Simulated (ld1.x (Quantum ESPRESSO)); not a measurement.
## carbon: excitation energies, all-electron against TM

```json
{"Element": "C", "Generator": "ld1.x (Quantum ESPRESSO) 7.5", "Type": "norm-conserving Troullier–Martins (Kleinman–Bylander form)", "Functional": "PBE", "Relativity": "scalar-relativistic", "Frozen core": "[He]", "Valence charge": "4", "Reference configuration": "2s2 2p2", "Partial waves": "2s (bound): rc 0.90 bohr; 2p (bound): rc 2.55 bohr", "Local potential": "all-electron potential smoothed inside 0.70 bohr (lloc = -1)", "Core correction": "none"}
```

Energies are relative to the spin-unpolarised reference configuration 2s2 2p2; without spin polarisation the order of configurations can differ from experiment.

```
valence configuration  charge  ΔE all-electron (eV)  error AE − PS (meV)
              2s2 2p0      +2                35.018                 +664
              2s1 2p0      +3                83.212                +1308
              2s1 2p2      +1                19.615                  -77
            2s2 2p1.5    +0.5                 3.963                  +10
              2s1 2p3       0                 8.478                 -8.2
            2s2 2p2.3    -0.3                -1.158                 +1.0
```

Task: What are ΔE and the potential's error for 2s2 2p1?

Result: ΔE = 10.862 eV all-electron; the error (AE − PS) is +73 meV.
